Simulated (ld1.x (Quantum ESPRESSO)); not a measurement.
Which change was made? (Zn, TM)

ld1.x (Quantum ESPRESSO) 7.5 input, shortened:

```
&input
   title='Zn', zed=30., rel=1, dft='PBESOL', iswitch=3,
   config='[Ar] 3d10 4s2 4p0 4d-2'
 /
 &inputp
   pseudotype=2, tm=.true., lloc=1,
   nlcc=.false.
 /
3
4S  1  0   2.00   0.00  2.05  2.05  0.0
4D  3  2  -2.00   0.05  3.10  3.10  0.0
4P  2  1   0.00   0.00  3.45  3.45  0.0
 &test
   configts(1)='4s2 4p0'
 /
```

Cutoffs, loose and tight: the cutoffs (Ry, on a coarse ladder) from which the occupation-weighted sum of valence levels, in a spherical-Bessel basis at the reference potential, stays within 10 and 1 mRy of its value at 400 Ry. They do not see the model core or the augmentation charge, which bear on the density cutoff. Test errors are all-electron minus pseudo excitation energies from the reference, over the configurations 4s1 4p0; 4s1.5 4p0; 4s1 4p1; 4s0 4p1; 4s0 4p2; variants that change the core or the reference have their own tests.

The base gives: outcome: generated; cutoff, loose: 10 Ry; cutoff, tight: 30 Ry; bound ghosts: s, d; largest test error (meV): +128.

After one change the result is: outcome: generated; cutoff, loose: 10 Ry; cutoff, tight: 30 Ry; bound ghosts: d; largest test error (meV): +123. Which change was it?
A. wave 4s (bound): rc 2.05 bohr becomes 4s (bound): rc 2.48 bohr
B. wave 4s (bound): rc 2.05 bohr becomes 4s (bound): rc 1.34 bohr
C. wave 4s (bound): rc 2.05 bohr becomes 4s (bound): rc 2.20 bohr
D. wave 4s (bound): rc 2.05 bohr becomes 4s (bound): rc 1.56 bohr

C. The others give: wave 4s (bound): rc 2.05 bohr becomes 4s (bound): rc 1.56 bohr → outcome: generated; cutoff, loose: 25 Ry; cutoff, tight: 55 Ry; bound ghosts: s, d; largest test error (meV): +131 | wave 4s (bound): rc 2.05 bohr becomes 4s (bound): rc 1.34 bohr → outcome: generated; cutoff, loose: 40 Ry; cutoff, tight: 120 Ry; bound ghosts: d, s; largest test error (meV): +151 | wave 4s (bound): rc 2.05 bohr becomes 4s (bound): rc 2.48 bohr → outcome: generated; cutoff, loose: 8 Ry; cutoff, tight: 21 Ry; bound ghosts: d; largest test error (meV): +111.
